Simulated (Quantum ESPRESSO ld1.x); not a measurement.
Question: These are the eigenvalues of the occupied orbitals of an atom or ion with whole-number occupations (eV). Calculated with ld1.x of Quantum ESPRESSO 7.5: scalar-relativistic Kohn-Sham, LDA (Slater exchange, VWN5 correlation), spin-polarised, spherical densities, point nucleus.

orbital  eigenvalue
1s down    -40245.8
1s up      -40245.8
2s up      -6459.31
2s down    -6459.27
2p up      -5789.44
2p down    -5789.41
3s up      -1404.91
3s down    -1404.88
3p up      -1191.86
3p down    -1191.84
3d up      -888.367
3d down    -888.332
4s up      -297.318
4s down    -297.257
4p up      -227.463
4p down    -227.402
4d up      -126.803
4d down    -126.734
5s up      -52.6528
5s down    -52.2822
5p up      -34.3371
5p down    -33.8806
5d up      -11.8073
6s up      -10.2343
6s down     -9.9242

Which element is it, and in what charge state? The configuration may be excited. Open shells, if any, are filled with parallel spins first.

Answer: Z = 58, cerium, charge +1: Ce+ in [Xe] 5d1 6s2. The list shows which subshells hold electrons but not how many an open one holds; the 1s level, -1479 hartree, gives Z - s = 54.4 by -(Z - s)^2/2, which with screening and relativity narrows Z to a few neighbours, and the depths of the outer levels then fix element, charge and occupations together.
